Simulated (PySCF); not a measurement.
Ligand exchange on a metal centre used in film growth or etching (Zn Cl-NH2). Isolated molecules, 0 K electronic values unless said otherwise. One relaxed conformer stands for each flexible species; it need not be the lowest.

The HOMO–LUMO gap from two functionals at the same geometries (PBE-D3(BJ)/def2-SVP), both in PySCF: PBE-D3(BJ)/def2-TZVP and B3LYP-D3(BJ)/def2-TZVP. B3LYP has the VWN-RPA correlation part, as in Gaussian. 

```json
[
 {"species": "0 of 2 Cl replaced by NH2 ([Zn(Cl)2])", "B3LYP-D3(BJ)/def2-TZVP (eV)": "6.75"},
 {"species": "1 of 2 Cl replaced by NH2 ([Zn(Cl)(NH2)])", "B3LYP-D3(BJ)/def2-TZVP (eV)": "5.93"},
 {"species": "2 of 2 Cl replaced by NH2 ([Zn(NH2)2])", "B3LYP-D3(BJ)/def2-TZVP (eV)": "5.87"}
]
```

Question: What does PBE-D3(BJ)/def2-TZVP give for each?

Answer: 
- 0 of 2 Cl replaced by NH2 ([Zn(Cl)2]): 5.05
- 1 of 2 Cl replaced by NH2 ([Zn(Cl)(NH2)]): 4.29
- 2 of 2 Cl replaced by NH2 ([Zn(NH2)2]): 4.31
Over these rows, drawn at random from the members with no instability flagged (it was tested for open shells, ions and some series alone), PBE minus B3LYP-D3(BJ): mean -1.64 eV, from -1.70 eV to -1.56 eV.
